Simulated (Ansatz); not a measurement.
BSiH₅OF₂, triplet: a saddle search.

The input file, in.yaml:

```yaml
crystal:
  periodic: [false, false, false]
  atoms:
    - {symbol: B, position_ang: [-0.150600, 0.227800, -0.824900]}
    - {symbol: O, position_ang: [1.183100, 1.119900, -0.867000]}
    - {symbol: F, position_ang: [-0.118600, -0.654900, -1.849100]}
    - {symbol: F, position_ang: [-1.204300, 1.091900, -0.909200]}
    - {symbol: H, position_ang: [0.768200, 0.599800, 0.215300]}
    - {symbol: Si, position_ang: [-0.277000, -0.868500, 1.020000]}
    - {symbol: H, position_ang: [0.980000, 2.036600, -1.085300]}
    - {symbol: H, position_ang: [0.801200, -1.834000, 1.237300]}
    - {symbol: H, position_ang: [-0.468000, -0.101300, 2.258300]}
    - {symbol: H, position_ang: [-1.514000, -1.617400, 0.804500]}
basis:
  gaussian: {orbitals: def2-SVP}
magnetization: {spin_polarized: true, initial_magnetization: 2}
hamiltonian: {xc: pbe0, dispersion: d4}
saddle:
  max_steps: 30
  mode_guess:
    - [-0.2849, -0.3143, 0.1905]
    - [0.0526, -0.1103, 0.3618]
    - [-0.0138, 0.0095, -0.1103]
    - [-0.0083, 0.0488, -0.0700]
    - [0.4337, 0.5212, -0.3531]
    - [-0.0859, -0.0299, -0.0707]
    - [-0.0092, -0.0605, 0.0430]
    - [-0.0155, 0.0098, -0.0076]
    - [-0.0040, 0.0016, -0.0383]
    - [-0.0648, -0.0759, 0.0546]
```

Launched with

```bash
ansatz run in.yaml --threads 4 --pin off --events-out ev --progress --plain --max-ram 9574MiB
```

What Ansatz 0.2.0 printed:

```
Functional definition: PBE0
  name "PBE0"
  cite "Adamo & Barone, J. Chem. Phys. 110, 6158 (1999) doi:10.1063/1.478522"
  cite "Perdew, Burke & Ernzerhof, Phys. Rev. Lett. 77, 3865 (1996) doi:10.1103/PhysRevLett.77.3865"
  parent pbe
  parameter a = 0.25
  parameter kappa = 0.804
  parameter beta = 0.06672455060314922
  exchange = (1 - a)*pbe_x(kappa = kappa, mu = beta*pi^2/3) + a*exact_x
  correlation = pbe_c(beta = beta)
1030 factors; integrals over basis functions are off by at most 4.4e-4 eV
mean field evaluation 1: about -16089.1214 eV, gradient 3.1e1 eV
mean field evaluation 2: about -16085.1286 eV, gradient 4.6e1 eV
mean field evaluation 4: about -16092.2727 eV, gradient 2.6e0 eV
mean field evaluation 8: about -16092.3441 eV, gradient 1.0e-1 eV
mean field evaluation 16: about -16092.3442 eV, gradient 2.0e-4 eV
mean field -16092.34417683 eV, -591.3827407160 hartree, gradient 6.5e-5 eV, S^2 2.005287; 0 other end points of the search recorded, 0 dependent functions left out
the calculation of the forces begins
reference -16092.34420380 eV, -591.3827417071 hartree; 26, 24 occupied and 73, 75 virtual orbitals, 1030 factors
these checks for a lower state are left out or cut short: stability, starts, cluster_reference, orbital_swaps, neighbouring_geometries, increment
1030 factors; integrals over basis functions are off by at most 4.4e-4 eV
mean field -16092.32862634 eV, -591.3821692461 hartree, gradient 6.5e-6 eV, S^2 2.005239; 0 other end points of the search recorded, 0 dependent functions left out
the calculation of the forces begins
reference -16092.32865339 eV, -591.3821702398 hartree; 26, 24 occupied and 73, 75 virtual orbitals, 1030 factors
these checks for a lower state are left out or cut short: stability, starts, cluster_reference, orbital_swaps, neighbouring_geometries, increment
1030 factors; integrals over basis functions are off by at most 4.4e-4 eV
mean field evaluation 32: about -16092.3332 eV, gradient 2.5e-6 eV
mean field -16092.33323720 eV, -591.3823386918 hartree, gradient 2.5e-6 eV, S^2 2.005254; 0 other end points of the search recorded, 0 dependent functions left out
the calculation of the forces begins
reference -16092.33326420 eV, -591.3823396843 hartree; 26, 24 occupied and 73, 75 virtual orbitals, 1030 factors
these checks for a lower state are left out or cut short: stability, starts, cluster_reference, orbital_swaps, neighbouring_geometries, increment
1030 factors; integrals over basis functions are off by at most 4.4e-4 eV
mean field -16092.41082584 eV, -591.3851900217 hartree, gradient 2.4e-6 eV, S^2 2.005285; 0 other end points of the search recorded, 0 dependent functions left out
the calculation of the forces begins
reference -16092.41085279 eV, -591.3851910121 hartree; 26, 24 occupied and 73, 75 virtual orbitals, 1030 factors
saddle step   1: F+E_penalty+E_count = -16092.48823707 eV  max|allowed force component| = 4.169e0 eV/Å  curvature = +1.1877 eV/Å²  mode residual = 9.44e0 eV/Å²  Δτ_max = 0.0000 Å  (1 rotations, 4 force calls, 99 SCF iters)  cluster: 3 rotations left out, max|force component along them| = 6.277e-7 eV/Å
saddle step   2: F+E_penalty+E_count = -16092.95883715 eV  max|allowed force component| = 3.413e0 eV/Å  curvature = -2.8437 eV/Å²  mode residual = 7.51e0 eV/Å²  Δτ_max = 0.0863 Å  (1 rotations, 3 force calls, 76 SCF iters)  cluster: 3 rotations left out, max|force component along them| = 1.288e-7 eV/Å
saddle step   3: F+E_penalty+E_count = -16093.84686876 eV  max|allowed force component| = 2.452e0 eV/Å  curvature = -1.0749 eV/Å²  mode residual = 5.07e0 eV/Å²  Δτ_max = 0.2000 Å  (1 rotations, 3 force calls, 67 SCF iters)  cluster: 3 rotations left out, max|force component along them| = 1.765e-7 eV/Å
saddle step   4: F+E_penalty+E_count = -16094.39501710 eV  max|allowed force component| = 2.352e0 eV/Å  curvature = +1.6772 eV/Å²  mode residual = 4.55e0 eV/Å²  Δτ_max = 0.2000 Å  (1 rotations, 4 force calls, 89 SCF iters)  cluster: 3 rotations left out, max|force component along them| = 7.374e-8 eV/Å
saddle step   5: F+E_penalty+E_count = -16094.45244944 eV  max|allowed force component| = 1.920e0 eV/Å  curvature = -0.1264 eV/Å²  mode residual = 6.71e0 eV/Å²  Δτ_max = 0.0628 Å  (1 rotations, 3 force calls, 75 SCF iters)  cluster: 3 rotations left out, max|force component along them| = 7.435e-8 eV/Å
saddle step   6: F+E_penalty+E_count = -16094.46293400 eV  max|allowed force component| = 1.720e0 eV/Å  curvature = +0.1506 eV/Å²  mode residual = 6.30e0 eV/Å²  Δτ_max = 0.2000 Å  (1 rotations, 4 force calls, 96 SCF iters)  cluster: 3 rotations left out, max|force component along them| = 6.303e-8 eV/Å
saddle step   7: F+E_penalty+E_count = -16094.36231106 eV  max|allowed force component| = 1.675e0 eV/Å  curvature = -1.4574 eV/Å²  mode residual = 9.03e0 eV/Å²  Δτ_max = 0.0597 Å  (1 rotations, 3 force calls, 75 SCF iters)  cluster: 3 rotations left out, max|force component along them| = 9.366e-8 eV/Å
saddle step   8: F+E_penalty+E_count = -16094.16377204 eV  max|allowed force component| = 1.722e0 eV/Å  curvature = -4.5634 eV/Å²  mode residual = 1.37e1 eV/Å²  Δτ_max = 0.2000 Å  (1 rotations, 3 force calls, 74 SCF iters)  cluster: 3 rotations left out, max|force component along them| = 7.928e-8 eV/Å
saddle step   9: F+E_penalty+E_count = -16093.96074552 eV  max|allowed force component| = 1.872e0 eV/Å  curvature = -7.1112 eV/Å²  mode residual = 1.33e1 eV/Å²  Δτ_max = 0.2000 Å  (1 rotations, 3 force calls, 80 SCF iters)  cluster: 3 rotations left out, max|force component along them| = 2.911e-8 eV/Å
saddle step  10: F+E_penalty+E_count = -16093.68217489 eV  max|allowed force component| = 1.800e0 eV/Å  curvature = -24.0286 eV/Å²  mode residual = 2.71e1 eV/Å²  Δτ_max = 0.2000 Å  (1 rotations, 3 force calls, 81 SCF iters)  cluster: 3 rotations left out, max|force component along them| = 1.376e-7 eV/Å
saddle step  11: F+E_penalty+E_count = -16093.46737307 eV  max|allowed force component| = 1.879e0 eV/Å  curvature = -41.8558 eV/Å²  mode residual = 1.27e1 eV/Å²  Δτ_max = 0.2000 Å  (1 rotations, 3 force calls, 87 SCF iters)  cluster: 3 rotations left out, max|force component along them| = 1.665e-7 eV/Å
saddle step  12: F+E_penalty+E_count = -16093.39133674 eV  max|allowed force component| = 1.521e0 eV/Å  curvature = -50.9447 eV/Å²  mode residual = 1.29e1 eV/Å²  Δτ_max = 0.2000 Å  (1 rotations, 3 force calls, 88 SCF iters)  cluster: 3 rotations left out, max|force component along them| = 2.438e-7 eV/Å
saddle step  13: F+E_penalty+E_count = -16093.68493231 eV  max|allowed force component| = 1.325e0 eV/Å  curvature = -30.1119 eV/Å²  mode residual = 8.58e0 eV/Å²  Δτ_max = 0.2000 Å  (1 rotations, 3 force calls, 83 SCF iters)  cluster: 3 rotations left out, max|force component along them| = 1.563e-7 eV/Å
saddle step  14: F+E_penalty+E_count = -16093.94468440 eV  max|allowed force component| = 9.740e-1 eV/Å  curvature = -15.9349 eV/Å²  mode residual = 7.53e0 eV/Å²  Δτ_max = 0.2000 Å  (1 rotations, 3 force calls, 81 SCF iters)  cluster: 3 rotations left out, max|force component along them| = 1.085e-7 eV/Å
saddle step  15: F+E_penalty+E_count = -16094.16664909 eV  max|allowed force component| = 7.735e-1 eV/Å  curvature = -11.6063 eV/Å²  mode residual = 6.28e0 eV/Å²  Δτ_max = 0.2000 Å  (1 rotations, 3 force calls, 77 SCF iters)  cluster: 3 rotations left out, max|force component along them| = 6.504e-8 eV/Å
saddle step  16: F+E_penalty+E_count = -16094.36700461 eV  max|allowed force component| = 7.372e-1 eV/Å  curvature = -9.5540 eV/Å²  mode residual = 4.60e0 eV/Å²  Δτ_max = 0.2000 Å  (1 rotations, 3 force calls, 81 SCF iters)  cluster: 3 rotations left out, max|force component along them| = 6.174e-8 eV/Å
saddle step  17: F+E_penalty+E_count = -16094.53144444 eV  max|allowed force component| = 5.500e-1 eV/Å  curvature = -8.0762 eV/Å²  mode residual = 5.24e0 eV/Å²  Δτ_max = 0.2000 Å  (1 rotations, 3 force calls, 74 SCF iters)  cluster: 3 rotations left out, max|force component along them| = 1.561e-7 eV/Å
saddle step  18: F+E_penalty+E_count = -16094.64907948 eV  max|allowed force component| = 4.095e-1 eV/Å  curvature = -6.6363 eV/Å²  mode residual = 4.60e0 eV/Å²  Δτ_max = 0.2000 Å  (1 rotations, 3 force calls, 72 SCF iters)  cluster: 3 rotations left out, max|force component along them| = 1.290e-7 eV/Å
saddle step  19: F+E_penalty+E_count = -16094.68416375 eV  max|allowed force component| = 3.716e-1 eV/Å  curvature = -5.2478 eV/Å²  mode residual = 5.62e0 eV/Å²  Δτ_max = 0.2000 Å  (1 rotations, 3 force calls, 67 SCF iters)  cluster: 3 rotations left out, max|force component along them| = 1.333e-7 eV/Å
saddle step  20: F+E_penalty+E_count = -16094.64577891 eV  max|allowed force component| = 5.260e-1 eV/Å  curvature = -4.9333 eV/Å²  mode residual = 6.74e0 eV/Å²  Δτ_max = 0.1566 Å  (1 rotations, 3 force calls, 67 SCF iters)  cluster: 3 rotations left out, max|force component along them| = 4.124e-8 eV/Å
saddle step  21: F+E_penalty+E_count = -16094.69125745 eV  max|allowed force component| = 2.569e-1 eV/Å  curvature = -5.5716 eV/Å²  mode residual = 2.86e0 eV/Å²  Δτ_max = 0.0516 Å  (1 rotations, 3 force calls, 73 SCF iters)  cluster: 3 rotations left out, max|force component along them| = 1.415e-7 eV/Å
saddle step  22: F+E_penalty+E_count = -16094.72040378 eV  max|allowed force component| = 1.713e-1 eV/Å  curvature = -5.3885 eV/Å²  mode residual = 1.82e0 eV/Å²  Δτ_max = 0.0915 Å  (1 rotations, 3 force calls, 67 SCF iters)  cluster: 3 rotations left out, max|force component along them| = 1.359e-7 eV/Å
saddle step  23: F+E_penalty+E_count = -16094.73141699 eV  max|allowed force component| = 1.442e-1 eV/Å  curvature = -5.7064 eV/Å²  mode residual = 1.54e0 eV/Å²  Δτ_max = 0.0453 Å  (1 rotations, 3 force calls, 66 SCF iters)  cluster: 3 rotations left out, max|force component along them| = 1.588e-7 eV/Å
saddle step  24: F+E_penalty+E_count = -16094.74271516 eV  max|allowed force component| = 1.293e-1 eV/Å  curvature = -5.6482 eV/Å²  mode residual = 1.13e0 eV/Å²  Δτ_max = 0.0550 Å  (1 rotations, 3 force calls, 75 SCF iters)  cluster: 3 rotations left out, max|force component along them| = 9.433e-8 eV/Å
saddle step  25: F+E_penalty+E_count = -16094.75708870 eV  max|allowed force component| = 1.437e-1 eV/Å  curvature = -5.9948 eV/Å²  mode residual = 1.19e0 eV/Å²  Δτ_max = 0.1279 Å  (1 rotations, 3 force calls, 72 SCF iters)  cluster: 3 rotations left out, max|force component along them| = 7.136e-8 eV/Å
saddle step  26: F+E_penalty+E_count = -16094.76678538 eV  max|allowed force component| = 4.496e-1 eV/Å  curvature = -5.5966 eV/Å²  mode residual = 1.17e0 eV/Å²  Δτ_max = 0.1023 Å  (1 rotations, 3 force calls, 73 SCF iters)  cluster: 3 rotations left out, max|force component along them| = 9.442e-8 eV/Å
saddle step  27: F+E_penalty+E_count = -16094.77359947 eV  max|allowed force component| = 1.327e-1 eV/Å  curvature = -5.8226 eV/Å²  mode residual = 6.25e-1 eV/Å²  Δτ_max = 0.0209 Å  (1 rotations, 3 force calls, 72 SCF iters)  cluster: 3 rotations left out, max|force component along them| = 5.079e-8 eV/Å
saddle step  28: F+E_penalty+E_count = -16094.77554701 eV  max|allowed force component| = 8.830e-2 eV/Å  curvature = -5.9940 eV/Å²  mode residual = 1.00e0 eV/Å²  Δτ_max = 0.0430 Å  (1 rotations, 3 force calls, 73 SCF iters)  cluster: 3 rotations left out, max|force component along them| = 1.700e-7 eV/Å
saddle step  29: F+E_penalty+E_count = -16094.77796320 eV  max|allowed force component| = 1.457e-1 eV/Å  curvature = -6.2769 eV/Å²  mode residual = 1.12e0 eV/Å²  Δτ_max = 0.0335 Å  (1 rotations, 3 force calls, 73 SCF iters)  cluster: 3 rotations left out, max|force component along them| = 1.153e-7 eV/Å
saddle step  30: F+E_penalty+E_count = -16094.78070988 eV  max|allowed force component| = 9.684e-2 eV/Å  curvature = -6.2381 eV/Å²  mode residual = 9.63e-1 eV/Å²  Δτ_max = 0.0525 Å  (1 rotations, 3 force calls, 73 SCF iters)  cluster: 3 rotations left out, max|force component along them| = 1.261e-7 eV/Å
Error: the saddle search did not converge after 30 steps: max|allowed force component| = 9.68e-2 eV/Å (threshold 5.0e-2). At the last step the curvature along the mode is -6.238 eV/Å² (extrapolated from the last rotation, not read by a force call), negative, as on the way to a saddle point. To go on, set a larger `saddle.max_steps` (a set value also replaces the default of 250 for a search that goes on from a second negative curvature), or search again from the last step's geometry and mode. From 3 of its steps this search moved with no negative curvature along its mode to follow. A search started from a geometry of this one does not count those moves and, where it converges, warns only of its own. With `saddle.order_check` unset, a search from the last step can check the order less strictly than this one. `saddle.order_check: true` asks for the full check and warns where it cannot tell. Where this run's directory can be resumed (`checkpoint.write`), a resume goes on for up to `saddle.max_steps` more
F+E_penalty+E_count at the last step = -16094.78070988 eV
to start another search from the last step: its geometry and its mode (saddle.mode_guess, Cartesian), with saddle.order_check: true (the message says why):
  atoms:
    - { symbol: B, position_ang: [-0.16662755, 0.12784173, -1.19677801] }
    - { symbol: O, position_ang: [0.92929564, 1.00267437, -0.65325953] }
    - { symbol: F, position_ang: [0.29070215, -0.80289623, -2.04585473] }
    - { symbol: F, position_ang: [-1.22902813, 0.88176285, -1.56974856] }
    - { symbol: H, position_ang: [0.96581849, 0.73378572, 0.52655771] }
    - { symbol: Si, position_ang: [-0.26771117, -0.69156867, 1.18624132] }
    - { symbol: H, position_ang: [0.61785197, 1.92057819, -0.65853970] }
    - { symbol: H, position_ang: [0.71870850, -1.71684367, 0.72702464] }
    - { symbol: H, position_ang: [-0.12538300, -0.45719603, 2.67744322] }
    - { symbol: H, position_ang: [-1.73362689, -0.99823827, 1.00681367] }
  mode_guess:
    - [-0.13985237, -0.27590261, 0.05318996]
    - [0.03967859, -0.03400447, 0.31939555]
    - [0.14246496, 0.11351794, -0.22186314]
    - [0.09490531, 0.04404846, -0.01687719]
    - [-0.12178397, 0.16692281, -0.65617364]
    - [-0.01457651, 0.01084355, 0.23997665]
    - [0.02109662, -0.02218996, 0.00614748]
    - [-0.00000794, 0.09160596, 0.01481260]
    - [-0.02727826, -0.25401424, 0.26771669]
    - [0.00535357, 0.15917257, -0.00632495]
  order_check: true


[the SCF lines of later steps are left out]
```

The lines “mean field evaluation” count trial sets of orbitals through the whole run, from several starts and some on an approximate energy, so they need not fall steadily or lie above the final value.

Hardware: 4 CPU threads of an Intel Xeon 6975P-C, shared host. Wall time about 74 s.


The run did not converge within its limit. The spin typed is not that of the intended reaction, so this is not its saddle.